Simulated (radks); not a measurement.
Species: Ti6+. Configuration: [Ne] 3s2 3p4.

All-electron calculation, non-relativistic Kohn-Sham, r2SCAN, spin-polarised, spherical densities, point nucleus; open shells are filled with parallel spins first; meta-GGA in the generalised Kohn-Sham scheme. Program: a radial shooting solver on a logarithmic mesh with Libxc functionals.

Energy parts (eV):
total: -22799.519
kinetic: 22783.426
electron-nucleus: -52294.814
Hartree: 7768.058
exchange-correlation: -1056.189

Orbitals (lengths in bohr, moments of r in powers of bohr; <r^-3> diverges for s and p1/2):
| orbital | occ. | eigenvalue (eV) | <1/r> | <r^-3> | <r^2> |
|---|---|---|---|---|---|
| 1s up | 1 | -4968.127 | 21.52 | - | 0.006613 |
| 1s down | 1 | -4966.834 | 21.53 | - | 0.006610 |
| 2s up | 1 | -647.4088 | 4.523 | - | 0.1255 |
| 2s down | 1 | -646.8489 | 4.520 | - | 0.1253 |
| 2p up | 3 | -558.2237 | 4.445 | 259.9 | 0.1033 |
| 2p down | 3 | -556.9261 | 4.441 | 259.3 | 0.1032 |
| 3s up | 1 | -160.4530 | 1.496 | - | 1.004 |
| 3s down | 1 | -155.2131 | 1.484 | - | 1.021 |
| 3p up | 3 | -134.8243 | 1.409 | 37.39 | 1.075 |
| 3p down | 1 | -129.7036 | 1.398 | 36.87 | 1.096 |

The highest occupied level is 3p down at -129.70 eV. The electron density at the nucleus is 7148 e/bohr^3. For comparison, the ionisation energy in NIST's Atomic Spectra Database is 140.7 eV (semi-empirical). In exact Kohn-Sham theory the highest level is minus the ionisation energy, but local and semilocal functionals leave it too shallow, through self-interaction and a potential that decays too fast; potentials with the right tail come closer. Summed over all electrons, <r^2> = 7.230 bohr^2, which gives a Langevin (diamagnetic) susceptibility term of -5.73 x 10^-6 cm^3/mol. Virial ratio -V/T = 2.00071. The density falls to 0.001 e/bohr^3 at r = 2.29 bohr. Spin moment in Bohr magnetons: 2.
